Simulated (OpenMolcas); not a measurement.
## O²⁺: input and output

Input:

```
&GATEWAY
Coord
1

O 0.0 0.0 0.0
Basis=ANO-RCC-VTZP
Group=XYZ
NoMove
AngMom=0.0 0.0 0.0
AMFI
&SEWARD
Relativistic=R03O02
* reference wave functions (RASSCF and RASSI steps not shown): 2 electrons in 3 orbitals (2p)
>>> COPY JOB001 $Project.JobIph
&CASPT2
Multistate=3 1 2 3
Frozen=0 0
IPEA=0.75
Sig2=0.3
MaxIter=60
WThr=0.0 0.3 0.05
PrWF=0.5
NoMix
>>> COPY JOB002 $Project.JobIph
&CASPT2
Multistate=6 1 2 3 4 5 6
Frozen=0 0
IPEA=0.75
Sig2=0.3
MaxIter=60
WThr=0.0 0.3 0.05
PrWF=0.5
NoMix
```

Launched by
```bash
OMP_NUM_THREADS=1 MOLCAS_MEM=2252 MOLCAS_PROJECT=a pymolcas a.inp > a.log  # once for each step of the input, in one work folder
```

Output, cut to the results:

```
--- CASPT2 ---
Orbital specifications:
      -----------------------

      Symmetry species                           1   2
                                                ag  au
      Frozen orbitals                            0   0
      Inactive orbitals                          2   0
      Active orbitals                            0   3
      Secondary orbitals                        12  13
      Deleted orbitals                           0   0
      Number of basis functions                 14  16
Type of calculation                        MS-CASPT2
      Fock operator                              state-specific
      IPEA shift                                 0.75
      Real shift                                 0.00
      Imaginary shift                            0.00
      Sigma^2 regularizer                        0.30
      The input orbitals will be transformed to quasi-canonical
Reference energy:         -73.1514029811
      E2 (Non-variational):      -0.0802015618
      Shift correction:           0.0000000017
      E2 (Variational):          -0.0802015601
      Total energy:             -73.2316045412
      Residual norm:              0.0000001462
      Reference weight:           0.98479
      Contributions to the CASPT2 correlation energy
      Active & Virtual Only:         -0.0071771033
      One Inactive Excited:          -0.0493206683
      Two Inactive Excited:          -0.0237037902
Reference energy:         -73.1514029811
      E2 (Non-variational):      -0.0802015618
      Shift correction:           0.0000000017
      E2 (Variational):          -0.0802015601
      Total energy:             -73.2316045412
      Residual norm:              0.0000001462
      Reference weight:           0.98479
      Contributions to the CASPT2 correlation energy
      Active & Virtual Only:         -0.0071771033
      One Inactive Excited:          -0.0493206683
      Two Inactive Excited:          -0.0237037902
::    CASPT2 Root  1     Total energy:    -73.23160454
::    CASPT2 Root  2     Total energy:    -73.23160454
::    CASPT2 Root  3     Total energy:    -73.23160454
::    MS-CASPT2 Root  1     Total energy:    -73.23160454
::    MS-CASPT2 Root  2     Total energy:    -73.23160454
::    MS-CASPT2 Root  3     Total energy:    -73.23160454
--- CASPT2 ---
Orbital specifications:
      -----------------------

      Symmetry species                           1   2
                                                ag  au
      Frozen orbitals                            0   0
      Inactive orbitals                          2   0
      Active orbitals                            0   3
      Secondary orbitals                        12  13
      Deleted orbitals                           0   0
      Number of basis functions                 14  16
Type of calculation                        MS-CASPT2
      Fock operator                              state-specific
      IPEA shift                                 0.75
      Real shift                                 0.00
      Imaginary shift                            0.00
      Sigma^2 regularizer                        0.30
      The input orbitals will be transformed to quasi-canonical
Reference energy:         -73.0488298275
      E2 (Non-variational):      -0.0909527942
      Shift correction:           0.0000000005
      E2 (Variational):          -0.0909527937
      Total energy:             -73.1397826212
      Residual norm:              0.0000000709
      Reference weight:           0.98211
      Contributions to the CASPT2 correlation energy
      Active & Virtual Only:         -0.0147065662
      One Inactive Excited:          -0.0523713780
      Two Inactive Excited:          -0.0238748500
Reference energy:         -73.0488298275
      E2 (Non-variational):      -0.0903452562
      Shift correction:           0.0000000005
      E2 (Variational):          -0.0903452557
      Total energy:             -73.1391750832
      Residual norm:              0.0000000728
      Reference weight:           0.98232
      Contributions to the CASPT2 correlation energy
      Active & Virtual Only:         -0.0147076694
      One Inactive Excited:          -0.0523746342
      Two Inactive Excited:          -0.0232629525
::    CASPT2 Root  1     Total energy:    -73.13978262
::    CASPT2 Root  2     Total energy:    -73.13917508
::    CASPT2 Root  3     Total energy:    -73.13962095
::    CASPT2 Root  4     Total energy:    -73.13933544
::    CASPT2 Root  5     Total energy:    -73.13903230
::    CASPT2 Root  6     Total energy:    -73.01708243
::    MS-CASPT2 Root  1     Total energy:    -73.14026920
::    MS-CASPT2 Root  2     Total energy:    -73.14012338
::    MS-CASPT2 Root  3     Total energy:    -73.13954419
::    MS-CASPT2 Root  4     Total energy:    -73.13867118
::    MS-CASPT2 Root  5     Total energy:    -73.13854304
::    MS-CASPT2 Root  6     Total energy:    -73.01687784
```

Levels above the lowest, from the spin-orbit matrix with the single-state CASPT2 energies, averaged by term, on its diagonal:

```
Configuration  Term  J  E (cm⁻¹)  Measured (cm⁻¹)      g  Term weight %
      2s² 2p²    ³P  0       0.0              0.0                   100
      2s² 2p²    ³P  1       114              113  1.501            100
      2s² 2p²    ³P  2       336                   1.501            100
      2s² 2p²    ¹D  2     20470            20273  1.000            100
      2s² 2p²    ¹S  0     47310            43186                   100
```

Against the 3 measured excited levels shown (Moore, Selected Tables of Atomic Spectra, NSRDS-NBS 3, section 11) the mean absolute deviation is 1400 cm-1; the largest miss in energy is 2s² 2p² ¹S₀: computed 47310, measured 43186 cm⁻¹ (+9.5 %).

Term energies are means over components that CASPT2 splits; among the terms shown or strongly mixed into the levels shown the widest spread is 160 cm-1 (2s² 2p² ¹D). With the s shell closed, the reference lacks s² → p² mixing. Measured partners are found by configuration, term and J. A level has none where our copy of the source lacks it or the pairing is in doubt (some pairs that miss far off the trend of their configuration count as doubtful), and it then counts in no deviation. Only configurations of the active space appear.

The CASPT2 steps took 0.83 s on 1 thread of Arm Neoverse V1, with other jobs on the host; the integral step is not counted.

The term weight is that of the spin-free term in the level, not the purity of its configuration.
